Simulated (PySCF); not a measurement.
**Radial density of Fe²⁺ (iron, charge +2)**

M06-2X, [Ar] 3d6, high-spin 5D determinant. All numbers are calculated (PySCF 2.14, the spin-free X2C one-electron Hamiltonian (Gaussian nucleus), in x2c-SVPall (5s3p3d1f, 36 functions)).

```tsv
r (bohr)	4πr²ρ (e/bohr)	4πr²(ρα − ρβ)
0.000935	0.1662	0.0000
0.00157	0.4530	0.0000
0.00265	1.172	0.0000
0.00445	2.814	0.0000
0.00749	6.463	0.0000
0.0126	13.42	0.0000
0.0212	23.52	0.0000
0.0356	31.05	0.0003
0.0599	28.01	0.0020
0.101	24.83	0.0204
0.170	34.48	0.1868
0.285	24.14	0.9774
0.480	13.16	2.8868
0.807	15.95	3.7041
1.36	5.177	1.7999
2.28	0.5600	0.2692
3.84	0.01162	0.0035
6.46	6.991e-05	0.0000
```

Densities and radii are taken from the X2C orbitals without a picture-change correction, which distorts them close to the nucleus.
